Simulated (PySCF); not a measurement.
Start geometry of `O=[C]([O-])[GeH2][AsH2]` from GFN2-xTB (Å):
```
atom  x, y, z in Å
O1    -2.5315    1.0523    0.0073
C2    -1.9462    0.3424    0.7677
O3    -1.9840   -0.0822    1.8826
Ge4   -0.0888   -0.5155   -0.2906
As5    2.2521    0.1077   -0.5952
H6     0.2370   -2.0491    0.0829
H7    -0.3180   -0.9077   -1.8385
H8     2.4503    0.4990    0.8535
H9     1.9426    1.5590   -0.8948
```

Q: What comes out of this run: PBE0-D3(BJ)/def2-SVP geometry optimisation, gas phase (PySCF 2.14.0)?

A: 
```
atom  x, y, z in Å
O1    -2.4781    0.8921    0.2064
C2    -1.5134    0.3997    0.7740
O3    -1.0725    0.3796    1.9169
Ge4   -0.2289   -0.7172   -0.4930
As5    2.0947    0.1125   -0.4623
H6     0.0241   -2.2025   -0.0479
H7    -0.4915   -0.8702   -2.0369
H8     1.9751    0.4847    1.0140
H9     1.7036    1.5262   -0.8957
```

The energy falls by 19.4 kJ/mol over 22 energy and gradient evaluations, the largest force component goes from 0.0220 to 3.5e-04 Eh/bohr, and the atoms move by 0.442 Å rms after alignment. The bond that changes most is C2–Ge4 (ends: carbon bonded to Ge and 2 O; germanium bonded to As, C and 2 H), which shortens by 0.182 Å. Bonds longer at the end by more than 0.005 Å: 5 of 8; shorter: 3. Among the angles that change most is C2–Ge4–As5, from 137.3° to 112.7°. Among the dihedrals that turn most is O3–C2–Ge4–H7, from 141° to -179°. Rotational constants go from 5489, 750.0, 749.3 to 3783, 967.7, 852.6 MHz. The orientation of the end geometry is arbitrary; only internal coordinates are fixed.

The run used 126 basis functions and 156 SCF cycles in all.

Stationary, but not proved a minimum.

One conformer stands for the species.
